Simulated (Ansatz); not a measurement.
`CCB(C)F` + HCl → `CCB(F)Cl` + CH₄  (ligand exchange at a B–C bond)

Gas-phase electronic energies from Ansatz, PBE0-D4/def2-TZVP geometries. CBS: MP2 limit from def2 TZ/QZ plus the TZ coupled-cluster correction, frozen cores. This one scheme is used for every species. Functionals use def2-TZVPP. HSE06 is defined as in plane-wave codes. Each species was taken in one conformer, which may not be the lowest.

```csv
level,ΔE (kJ/mol)
LDA (SPW92),-89.8
r2SCAN0-D4,-95.4
HSE06-D4,-93.0
r2SCAN,-97.2
LC-ωPBE,-89.8
CCSD/def2-SVP,-100.8
HF/def2-QZVPP,-94.7
CCSD/CBS(def2),-89.8
```

Question: What does CCSD(T)/CBS give? (Best estimate.)

Answer: Computed: -91.4 kJ/mol. The listed levels differ from it by 1.6, -4.0, -1.6, -5.8, 1.6, -9.4, -3.3, 1.6 kJ/mol.

Question: What do rigid-rotor, harmonic-oscillator terms from PBE0-D4/def2-TZVP frequencies (298.15 K, 1 bar) make of the CCSD(T)/CBS value? (An estimate is asked.)

Answer: Ansatz gave: ΔZPE = +8.0 kJ/mol, ΔH = -84.5 kJ/mol, ΔS = -16 J/(mol·K), ΔG = -79.8 kJ/mol. Modes under 50 cm⁻¹ make the entropy rough.

Largest T1 diagnostic among the species: 0.011.

Leaving LDA and LC-ωPBE aside and taking each functional with its dispersion term where it has one, the values, not all of them listed here, spread over 5.8 kJ/mol, from B97M-V to CAM-B3LYP-D4. LDA lies +4.3 kJ/mol from PBE without D4. At CCSD(T), def2-SVP lies −10.8 kJ/mol from the extrapolated value and def2-TZVPP −0.4 kJ/mol.
